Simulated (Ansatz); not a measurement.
H6O4Si2 (`O[SiH2]O[SiH](O)O`) at its PBE0-D4/def2-TZVP geometry, where that method's forces vanish. Charge 0, multiplicity 1.

```
atom   x (Å)   y (Å)   z (Å)
  O1   0.686   1.520   1.094
 Si2   1.601   0.355   0.352
  O3   0.563  -0.581  -0.467
 Si4  -1.031  -0.644  -0.863
  O5  -1.845   0.349   0.145
  O6  -1.613  -2.158  -0.741
  H7   1.071   2.386   1.227
  H8   2.571   1.006  -0.564
  H9   2.304  -0.470   1.360
 H10  -1.172  -0.280  -2.281
 H11  -1.302   0.999   0.605
 H12  -1.832  -2.483   0.133
```

Question: For each bond, give half the difference of the two atoms' forces along it (eV/Å; positive pushes the atoms apart) under PBE-D4, r2SCAN-D4, B3LYP-D4, ωB97M-V in def2-TZVPP. (Estimate.)

Answer: Ansatz gave: 
```tsv
bond	length (Å)	PBE-D4	r2SCAN-D4	B3LYP-D4	ωB97M-V
O1–Si2	1.657	0.26	0.03	0.17	0.15
O1–H7	0.958	0.31	0.02	-0.02	-0.05
Si2–O3	1.620	0.20	0.02	0.09	0.10
Si2–H8	1.485	-0.04	-0.04	-0.13	-0.17
Si2–H9	1.481	-0.02	-0.03	-0.15	-0.19
O3–Si4	1.643	0.13	0.02	0.06	0.05
Si4–O5	1.633	0.22	0.04	0.14	0.12
Si4–O6	1.626	0.23	0.04	0.09	0.10
Si4–H10	1.471	-0.05	-0.05	-0.19	-0.24
O5–H11	0.964	0.34	0.00	-0.04	-0.08
O6–H12	0.959	0.34	0.02	-0.02	-0.06
```

B3LYP here is the variant with VWN-RPA as its local correlation; programs differ in this.
